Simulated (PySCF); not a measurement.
# C₁₀H₇N: full NMR table

```yaml
Formula: C10H7N
SMILES: N#Cc1cccc2c1C=CC2
InChI: InChI=1S/C10H7N/c11-7-9-5-1-3-8-4-2-6-10(8)9/h1-3,5-6H,4H2
Point_group_of_the_computed_structure: Cs
Degrees_of_unsaturation: 8
Carbon_signals: 10
Proton_signals: 6
```

Atom-mapped SMILES (the numbers label the heavy atoms): `[N:1]#[C:2][c:3]1[cH:4][cH:5][cH:6][c:7]2[c:8]1[CH:9]=[CH:10][CH2:11]2`; H(Xn) means a hydrogen on atom n.

- structure optimised with GFN2-xTB
- NMR shieldings at PBE0/pcSseg-1/GIAO
- program: PySCF
- single conformer, rapidly exchanging positions averaged, no solvent model, non-relativistic

Chemical shifts δ = σref − σ; ¹H (σ = 31.72 ppm), ¹³C (σ = 186.93 ppm) vs TMS; ¹⁵N (σ = 267.73 ppm) against NH3, all at this level.

| carbon | δC, type | δH (multiplicity) | HMBC from (2–3 bonds) | span of the C tensor (ppm) |
| --- | --- | --- | --- | --- |
| C2 | 123.6, C | – | H(C4) | 351 |
| C3 | 109.1, C | – | H(C4), H(C9), H(C5) | 179 |
| C4 | 137.7, CH | 7.90 (d) | H(C6), H(C5) | 231 |
| C5 | 130.0, CH | 7.54 (m) | H(C4), H(C6) | 228 |
| C6 | 132.6, CH | 7.88 (d) | H(C4), H(C5), H(C11) | 222 |
| C7 | 150.4, C | – | H(C6), H(C9), H(C5), H(C10), H(C11) | 215 |
| C8 | 155.3, C | – | H(C4), H(C6), H(C9), H(C10), H(C11) | 210 |
| C9 | 139.1, CH | 7.60 (d) | H(C10), H(C11) | 198 |
| C10 | 146.3, CH | 7.06 (m) | H(C9), H(C11) | 217 |
| C11 | 43.5, CH2 | 3.61 (m) | H(C6), H(C9), H(C10) | 25 |

Other nuclei:
```csv
atoms,nucleus,environment,δ (ppm),σ (ppm)
N1,¹⁵N,nitrile nitrogen,319.9,-52.2
```

1. Carbon types of the structure: 4 × C, 5 × CH, 1 × CH2, which accounts for all hydrogens.
2. δC 155.3, 150.4, 109.1: substituted aromatic carbon.
3. δC 146.3, 139.1: alkene CH; an sp2 carbon of a C=C bond.
4. δC 137.7, 132.6, 130.0: aromatic CH; the aromatic region.
5. δC 123.6: nitrile carbon; this is the usual window of a C≡N carbon, which has no attached hydrogen.
6. δC 43.5: sp3 CH2 on an aromatic ring; saturated and bonded to C and H only.

Shifts are as computed. Against solution values, carbons near 30 ppm lie about +3 ppm off and those near 130 ppm about +5 ppm. Of 1211 compounds with measured shifts, 218 miss one by over three times the rms of a fit or turn the order of signals round; such compounds aren't used in these exercises. Experimental scales use liquid or dissolved standards, which lie at an offset from isolated NH3 (liquid NH3: subtract about 20 ppm). Unscaled 15N shifts of sp2 nitrogen come out 20 to 40 ppm too high even then. Multiplicities follow the n + 1 count of equivalent neighbours, as no J values were calculated; m marks all less simple cases, F and P coupling included.
